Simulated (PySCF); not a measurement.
ZrF4, SMILES [F][Zr]([F])([F])[F], multiplicity 1. Atoms are numbered in the order given.

```xyz
5

Zr     0.0000     0.0000     0.0000
F     -1.0993     1.0993    -1.0993
F      1.0993     1.0993     1.0993
F      1.0993    -1.0993    -1.0993
F     -1.0993    -1.0993     1.0993
```

Geometry optimised at B3LYP-D3(BJ)/def2-SVP. The spin state was assumed, not searched. The isomer is the one that the SMILES or the coordinates give; other isomers of the formula were not compared. The def2 effective core potentials stand for the cores of Zr; spin–orbit coupling is left out.

These are TDA-CAM-B3LYP/def2-SVPD (PySCF 2.14.0) values and carry that method's errors.

Vertical excitations; the highest root listed may be one member of a degenerate set. The molecule is in vacuum. State labels are in the subgroup D2.

Q: Estimate the UV-visible absorptions. (Estimate from the structure and the level; the computed values follow.)

A: 
| state | symmetry | energy (eV) | λ (nm) | f | main pairs |
|---|---|---|---|---|---|
| S1 | B3 | 9.15 | 135 | 0.000 | HOMO→LUMO, HOMO−3→LUMO+1, HOMO→LUMO+1, HOMO−3→LUMO (degenerate set) |
| S2 | B2 | 9.15 | 135 | 0.000 | HOMO−1→LUMO+1, HOMO−4→LUMO (degenerate set) |
| S3 | B1 | 9.15 | 135 | 0.000 | HOMO−2→LUMO, HOMO−5→LUMO+1, HOMO−2→LUMO+1 (degenerate set) |
| S4 | B2 | 9.23 | 134 | 0.000 | HOMO−4→LUMO, HOMO−1→LUMO+1 (degenerate set) |
| S5 | B3 | 9.23 | 134 | 0.000 | HOMO−3→LUMO+1, HOMO→LUMO, HOMO−3→LUMO, HOMO→LUMO+1 (degenerate set) |
| S6 | B1 | 9.23 | 134 | 0.000 | HOMO−5→LUMO+1, HOMO−2→LUMO, HOMO−5→LUMO (degenerate set) |
| S7 | B2 | 9.25 | 134 | 0.003 | HOMO−4→LUMO+1, HOMO−1→LUMO (degenerate set) |
| S8 | B3 | 9.25 | 134 | 0.003 | HOMO−3→LUMO, HOMO→LUMO+1, HOMO−3→LUMO+1, HOMO→LUMO (degenerate set) |
| S9 | B1 | 9.25 | 134 | 0.003 | HOMO−5→LUMO, HOMO−2→LUMO+1, HOMO−5→LUMO+1 (degenerate set) |
| S10 | B1 | 9.75 | 127 | 0.026 | HOMO−2→LUMO+1 44 %, HOMO−5→LUMO 23 %, HOMO−2→LUMO 8 % |
| T1 | B2 | 8.77 | 141 | 0 | HOMO−1→LUMO, HOMO−4→LUMO+1 (degenerate set) |
| T2 | B3 | 8.77 | 141 | 0 | HOMO→LUMO+1, HOMO→LUMO, HOMO−3→LUMO, HOMO−3→LUMO+1 (degenerate set) |
| T3 | B1 | 8.77 | 141 | 0 | HOMO−2→LUMO+1, HOMO−5→LUMO, HOMO−2→LUMO (degenerate set) |
| T4 | B3 | 8.94 | 139 | 0 | HOMO−3→LUMO 42 %, HOMO−3→LUMO+1 24 %, HOMO→LUMO+1 19 %, HOMO→LUMO 11 % |
Triplets are in the Tamm–Dancoff approximation.
